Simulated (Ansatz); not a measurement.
C2H4N2, SMILES `CN=C=N` (charge 0, multiplicity 1).

Method: Ansatz (a quantum-chemistry and plane-wave program) with r2SCAN/cc-pVTZ // B3LYP-D3(BJ)/def2-TZVP.

Ansatz 0.2 input:
```yaml
crystal:
  periodic: [false, false, false]
  atoms:
    - { symbol: C, position_ang: [-1.234389, -0.359873, 0.313603] }
    - { symbol: N, position_ang: [0.162318, -0.660647, 0.06855] }
    - { symbol: C, position_ang: [1.128091, 0.058733, 0.172813] }
    - { symbol: N, position_ang: [2.175794, 0.660183, 0.381433] }
    - { symbol: H, position_ang: [-1.388273, 0.658715, 0.67673] }
    - { symbol: H, position_ang: [-1.624065, -1.062025, 1.051201] }
    - { symbol: H, position_ang: [-1.800058, -0.498648, -0.608466] }
    - { symbol: H, position_ang: [2.580589, 1.203566, -0.370097] }
basis:
  gaussian: { orbitals: cc-pVTZ }
hamiltonian:
  xc: r2scan
```

Output:

```
Functional definition: r2SCAN
918 factors; their error is unknown
mean field evaluation 1: about -5108.7929 eV, gradient 6.5e1 eV
mean field evaluation 2: about -5102.4192 eV, gradient 8.4e1 eV
mean field evaluation 4: about -5117.1639 eV, gradient 5.0e0 eV
mean field evaluation 8: about -5117.2059 eV, gradient 3.2e-1 eV
mean field evaluation 16: about -5117.2060 eV, gradient 3.7e-5 eV
mean field -5117.20597716 eV, -188.0538510939 hartree, gradient 3.7e-5 eV, S^2 0.000000; 0 other end points of the search recorded, 0 dependent functions left out
reference -5117.20598644 eV, -188.0538514351 hartree; 15, 15 occupied and 161, 161 virtual orbitals, 918 factors
Total energy: -5117.20598644 eV, -188.0538514351 hartree
```
